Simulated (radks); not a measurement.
Q: These are the eigenvalues of the occupied orbitals of an atom or ion with whole-number occupations (eV). All-electron calculation, scalar-relativistic Kohn-Sham, BLYP, spin-polarised, spherical densities, finite nucleus; Fermi nuclear charge, rms radius of each element as measured or else 0.836 A^(1/3) + 0.57 fm. Program: a radial shooting solver on a logarithmic mesh with Libxc functionals.

| orbital | eigenvalue |
|---|---|
| 1s up | -55506.51 |
| 1s down | -55506.50 |
| 2s up | -9295.764 |
| 2s down | -9295.687 |
| 2p up | -8238.031 |
| 2p down | -8237.972 |
| 3s up | -2087.602 |
| 3s down | -2085.890 |
| 3p up | -1764.310 |
| 3p down | -1762.602 |
| 3d up | -1353.499 |
| 3d down | -1352.178 |
| 4s up | -424.5482 |
| 4s down | -420.8085 |
| 4p up | -317.9819 |
| 4p down | -314.3058 |
| 4d up | -173.9577 |
| 4d down | -170.3581 |
| 5s up | -61.4691 |
| 5s down | -59.4743 |
| 5p up | -36.0505 |
| 5p down | -34.3934 |
| 4f up | -16.9256 |
| 4f down | -13.6687 |
| 6s up | -10.0750 |
| 5d up | -8.5603 |

Which element is it, and in what charge state? The configuration may be excited. Open shells, if any, are filled with parallel spins first.

A: Z = 67, holmium, charge +1: Ho+ in [Xe] 4f10 5d1 6s1. The list shows which subshells hold electrons but not how many an open one holds; the 1s level, -2039.8 hartree, gives Z - s = 63.9 by -(Z - s)^2/2, which with screening and relativity narrows Z to a few neighbours, and the depths of the outer levels then fix element, charge and occupations together.
